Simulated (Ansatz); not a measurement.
Basis sets compared for [VO(NH3)4]2+ (VN₄OH₁₂²⁺). Total charge 2; doublet. Geometry PBE-D4/def2-SVP. Ansatz on 4 threads of Intel Xeon Platinum 8259CL on a shared host; times are rough, and most runs start from earlier orbitals.

Cartesian coordinates in Å:
```
V -0.307 0.064 -0.133
O -1.698 0.352 -0.736
N -0.448 -2.047 0.307
H -1.410 -2.261 0.627
H 0.176 -2.430 1.039
H -0.315 -2.674 -0.506
N -0.645 0.433 1.968
H 0.172 0.692 2.549
H -1.098 -0.341 2.485
H -1.313 1.220 2.069
N 0.628 2.010 -0.228
H 0.366 2.664 0.530
H 0.310 2.492 -1.090
H 1.663 2.046 -0.260
N 0.840 -0.473 -1.884
H 1.223 0.319 -2.428
H 0.213 -0.954 -2.555
H 1.644 -1.113 -1.754
```

No other spin state of charge 2 was run.

| level | functions | energy (Eh) | HOMO (eV) | LUMO (eV) | wall time |
| --- | --- | --- | --- | --- | --- |
| PBE-D4/def2-SVP | 161 | -1244.1709 | -13.82 | -11.63 | 7.5 s |
| PBE0-D4/def2-SVP | 161 | -1244.1772 | -16.67 | -10.44 | 11 s |

(1) Estimate the rows for PBE-D4/def2-TZVP (with forces), PBE0-D4/def2-TZVP.

## Answers

(1) 
| level | functions | energy (Eh) | HOMO (eV) | LUMO (eV) | wall time |
| --- | --- | --- | --- | --- | --- |
| PBE-D4/def2-TZVP (with forces) | 272 | -1244.6414 | -13.80 | -11.68 | 14 s |
| PBE0-D4/def2-TZVP | 272 | -1244.6428 | -16.51 | -10.30 | 23 s |
